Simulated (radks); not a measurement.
The bromine anion Br-, [Kr], held by a Watson sphere: a shell of charge +1 at radius R that stands for the Madelung well of a crystal (potential energy -1/R inside, -1/r outside, in hartree with lengths in bohr). Method: scalar-relativistic Kohn-Sham, LDA (Slater exchange, Perdew-Wang correlation), spin-polarised, spherical densities, point nucleus; computed with a radial shooting solver on a logarithmic mesh with Libxc functionals. Response by self-consistent Sternheimer equations with the Hartree and adiabatic LDA kernel, the relativistic mass of each level held fixed and spin-orbit coupling left out. The sphere does not respond.

[
 {"R (bohr)": "3.41", "e(3d) (eV)": "-64.675", "e(4s) (eV)": "-18.684", "e(4p) (eV)": "-6.925", "<r> 4p (bohr)": "2.239", "sum of <r^2> (bohr^2)": "50.24", "X-ray form factor at sin(theta)/lambda = 0.2 1/angstrom": "27.755", "alpha (bohr^3)": "34.52"},
 {"R (bohr)": "3.54", "e(3d) (eV)": "-64.544", "e(4s) (eV)": "-18.518", "e(4p) (eV)": "-6.762", "<r> 4p (bohr)": "2.247", "sum of <r^2> (bohr^2)": "50.58", "X-ray form factor at sin(theta)/lambda = 0.2 1/angstrom": "27.750", "alpha (bohr^3)": "35.66"},
 {"R (bohr)": "3.57", "e(3d) (eV)": "-64.513", "e(4s) (eV)": "-18.480", "e(4p) (eV)": "-6.725", "<r> 4p (bohr)": "2.249", "sum of <r^2> (bohr^2)": "50.65", "X-ray form factor at sin(theta)/lambda = 0.2 1/angstrom": "27.749", "alpha (bohr^3)": "35.92"},
 {"R (bohr)": "3.6", "e(3d) (eV)": "-64.483", "e(4s) (eV)": "-18.443", "e(4p) (eV)": "-6.689", "<r> 4p (bohr)": "2.250", "sum of <r^2> (bohr^2)": "50.72", "X-ray form factor at sin(theta)/lambda = 0.2 1/angstrom": "27.748", "alpha (bohr^3)": "36.18"},
 {"R (bohr)": "3.67", "e(3d) (eV)": "-64.413", "e(4s) (eV)": "-18.357", "e(4p) (eV)": "-6.604", "<r> 4p (bohr)": "2.254", "sum of <r^2> (bohr^2)": "50.89", "X-ray form factor at sin(theta)/lambda = 0.2 1/angstrom": "27.746", "alpha (bohr^3)": "36.79"},
 {"R (bohr)": "4.73", "e(3d) (eV)": "-63.414", "e(4s) (eV)": "-17.228", "e(4p) (eV)": "-5.470", "<r> 4p (bohr)": "2.296", "sum of <r^2> (bohr^2)": "52.75", "X-ray form factor at sin(theta)/lambda = 0.2 1/angstrom": "27.734", "alpha (bohr^3)": "45.10"}
]
